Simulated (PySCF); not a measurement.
C2H5BiF2, SMILES C[CH2][Bi]([F])[F].

Geometry: PBE0-D3(BJ)/def2-SVP. The structure was generated by enumeration; whether it is a known compound was not checked. The def2 effective core potentials stand for the cores of Bi; spin–orbit coupling is left out. Other conformers were not sampled.

These are TDA-PBE/def2-SVPD in PySCF values and carry that method's errors.

Vertical excitations.  State labels are in the subgroup Cs.

```
state  symmetry  energy (eV)  λ (nm)      f                                                              main pairs
-----  --------  -----------  ------  -----  ----------------------------------------------------------------------
S1           A"         4.31     288  0.011                                                          HOMO→LUMO 99 %
S2           A'         4.45     279  0.017                                                        HOMO→LUMO+1 97 %
S3           A'         6.05     205  0.003                                                        HOMO−1→LUMO 95 %
S4           A"         6.09     203  0.001                                                      HOMO−1→LUMO+1 97 %
S5           A'         6.30     197  0.001                                    HOMO−3→LUMO 82 %, HOMO−2→LUMO+1 17 %
S6           A"         6.34     195  0.001                  HOMO−2→LUMO 47 %, HOMO−3→LUMO+1 37 %, HOMO−5→LUMO 11 %
S7           A'         6.36     195  0.038                   HOMO−2→LUMO+1 46 %, HOMO−4→LUMO 35 %, HOMO→LUMO+2 7 %
S8           A'         6.41     193  0.025  HOMO−4→LUMO 47 %, HOMO−2→LUMO+1 29 %, HOMO−3→LUMO 9 %, HOMO→LUMO+2 7 %
S9           A"         6.48     191  0.000                                                      HOMO−4→LUMO+1 83 %
S10          A'         6.51     190  0.013                                                        HOMO→LUMO+3 99 %
T1           A"         3.88     319      0                                                         HOMO→LUMO 100 %
T2           A'         3.93     316      0                                                        HOMO→LUMO+1 99 %
T3           A'         5.20     238      0                                                        HOMO→LUMO+2 98 %
T4           A"         5.81     214      0                                                        HOMO−2→LUMO 95 %
```
Triplets are in the Tamm–Dancoff approximation.
